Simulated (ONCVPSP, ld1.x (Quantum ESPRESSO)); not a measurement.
**Potentials for S (Z = 16) compared**

Generated with ld1.x 7.5 (TM, RRKJ, ultrasoft, PAW), atompaw 4.2 or ONCVPSP 4.0.1. The cutoff is in Ry: for ld1.x and atompaw files where the sum of valence levels is converged to 10 mRy in a Bessel basis, for ONCV files where the hardest occupied wave has 1 mHa per electron of residual kinetic energy. The error is the largest all-electron minus pseudo excitation energy over each file’s own four to seven test configurations (ionisations up to +4, promotions, holes and added fractions of an electron), all of which were solved. The labels leave out finer settings (local radius, basis sizes, second energies), which also bear on the numbers. Spin-polarised tests are not counted. The rows are a selection from randomly drawn settings: files with unsolved tests, undetermined cutoffs or missed reference levels are left out.

| potential | cutoff (Ry) | largest error (meV) | bound ghosts |
| --- | --- | --- | --- |
| ONCV, PBE, non-relativistic, rc 1.30/1.60/1.45 (spd), local smoothed, core correction yes, reference 3s2 3p3, qcut 6.1/5.8/7.7, projectors 2/3/2 | 27 | +29 | none |
| ultrasoft, PW91, scalar-relativistic, rc 1.35/1.35/1.40 (spd), local smoothed, core correction no, reference 3s2 3p4 | 18 | +138 | none |
| ONCV, PBE, scalar-relativistic, rc 0.95/0.80 (sp), local smoothed, core correction yes, reference 2s2 2p6 3s2 3p4, qcut 9.9/20, projectors 2/2 | 304 | +9.8 | none |
| ONCV, PBEsol, scalar-relativistic, rc 0.70/0.80 (sp), local smoothed, core correction no, reference 2s2 2p6 3s2 3p4, qcut 18.5/15, projectors 2/2 | 224 | +11 | none |
| ONCV, LDA (Perdew-Wang 92), scalar-relativistic, rc 0.85/0.90/0.90 (spd), local smoothed, core correction no, reference 2s2 2p6 3s2 3p3, qcut 15.8/18/12.3, projectors 3/2/1 | 235 | -561 | none |

Q: Fill in the row for S: ONCV, PW91, scalar-relativistic, rc 1.15/1.75 (sp), local smoothed, core correction yes, reference 3s2 3p4, qcut 4.7/5.1, projectors 2/2.

A: cutoff 38 Ry, largest error -99 meV, bound ghosts: none.
